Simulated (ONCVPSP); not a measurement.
# What the settings do to the ONCV potential of Tc (Z = 43)

Base potential:

ONCVPSP 4.0.1 input, shortened (lines: element, Z, core and valence counts, functional; n l f; lmax; l rc ep ncon nbas qcut; lloc lpopt rc5 dvloc0; l nproj debl; icmod fcfact rcfact), LDA (Perdew-Zunger), scalar-relativistic:

```
  Tc 43.00    6    4        3      upf
    1    0    2.00
    2    0    2.00
    2    1    6.00
    3    0    2.00
    3    1    6.00
    3    2   10.00
    4    0    2.00
    4    1    6.00
    4    2    5.50
    5    0    1.50
    2
    0    1.85    0.00    4    9    5.30
    1    1.30    0.00    4    9    6.00
    2    1.40    0.00    4    7    7.20
    4    3    0.90    6.00
    0    2    3.60
    1    2    0.50
    2    2    1.10
    0    0.00    0.00
```

In the p channel the program set the typed energies aside and used -1.614, 0.250 Ha.

All-electron outer shells of the reference configuration (LDA (Perdew-Zunger), scalar-relativistic, ld1.x):

```tsv
shell	level (eV)	outermost node (bohr)	outermost maximum (bohr)
3d	-248.48	–	0.31
4s	-71.83	0.50	0.95
4p	-43.92	0.51	1.03
4d	-5.69	0.50	1.29
5s	-4.84	1.28	2.76
```

Cutoffs, loose and tight: the cutoffs (Ha) at which the residual kinetic energy of the hardest occupied pseudo-wave falls to 1 and 0.1 mHa per electron. They do not see the model core or the augmentation charge, which bear on the density cutoff. Test errors are all-electron minus pseudo excitation energies from the reference, over the configurations 4s2 4p6 4d5 5s2; 4s2 4p6 4d5 5s1; 4s2 4p6 4d5 5s0; 4s2 4p6 4d5 5s1.5. A dash means not determined; rows that change the core or the reference have their own tests.

| change | outcome | cutoff, loose | cutoff, tight | bound ghosts | GHOST(+) flags above zero | largest test error (meV) |
| --- | --- | --- | --- | --- | --- | --- |
| base | generated, projector energies reset by the program | 56 Ha | 154 Ha | none | s | -4.5 |
| all radii scaled by about 0.79 (s 1.46, p 1.02, d 1.10 bohr); local potential polynomial inside 0.70 bohr (lpopt 3, dvloc0 6 Ha) | generated, projector energies reset by the program | 158 Ha | 255 Ha | none | s, d | -2.6 |
| all radii scaled by about 0.84 (s 1.56, p 1.10, d 1.18 bohr); local potential polynomial inside 0.76 bohr (lpopt 3, dvloc0 6 Ha) | generated, projector energies reset by the program | 176 Ha | 224 Ha | none | s | -3.3 |
| all radii scaled by about 0.92 (s 1.70, p 1.20, d 1.28 bohr); local potential polynomial inside 0.82 bohr (lpopt 3, dvloc0 6 Ha) | generated, projector energies reset by the program | 115 Ha | 188 Ha | none | s | -4.0 |
| all radii scaled by about 0.97 (s 1.78, p 1.26, d 1.36 bohr); local potential polynomial inside 0.88 bohr (lpopt 3, dvloc0 6 Ha) | generated, projector energies reset by the program | 85 Ha | 168 Ha | none | s | -4.4 |
| all radii scaled by about 1.09 (s 2.02, p 1.42, d 1.54 bohr); local potential polynomial inside 0.98 bohr (lpopt 3, dvloc0 6 Ha) | generated, projector energies reset by the program | 22 Ha | 117 Ha | none | none | -5.0 |
| all radii scaled by about 1.13 (s 2.08, p 1.46, d 1.58 bohr); local potential polynomial inside 1.02 bohr (lpopt 3, dvloc0 6 Ha) | generated, projector energies reset by the program | 22 Ha | 82 Ha | none | none | -5.1 |
| all radii scaled by about 1.19 (s 2.20, p 1.54, d 1.66 bohr); local potential polynomial inside 1.08 bohr (lpopt 3, dvloc0 6 Ha) | generated, projector energies reset by the program | 21 Ha | 25 Ha | none | none | -5.5 |
| all radii scaled by about 1.27 (s 2.34, p 1.64, d 1.78 bohr); local potential polynomial inside 1.14 bohr (lpopt 3, dvloc0 6 Ha) | generated, projector energies reset by the program | 20 Ha | 24 Ha | none | none | -5.7 |
| all radii scaled by about 1.33 (s 2.46, p 1.72, d 1.86 bohr); local potential polynomial inside 1.20 bohr (lpopt 3, dvloc0 6 Ha) | generated, projector energies reset by the program | 20 Ha | 23 Ha | none | none | -6.4 |

Reading the sweep of the scale of all radii (base = 1) (base included, trends over the rows without a ghost): The loose cutoff falls from 158 Ha at 0.79 to 20 Ha at 1.33, with one reversal. A larger radius leaves more room for a smooth pseudo-wave, so fewer plane waves are needed; a smaller one forces it to follow the all-electron wave where it bends sharply. The median size of the test errors (rows with all tests solved) stays near 0.4 meV.
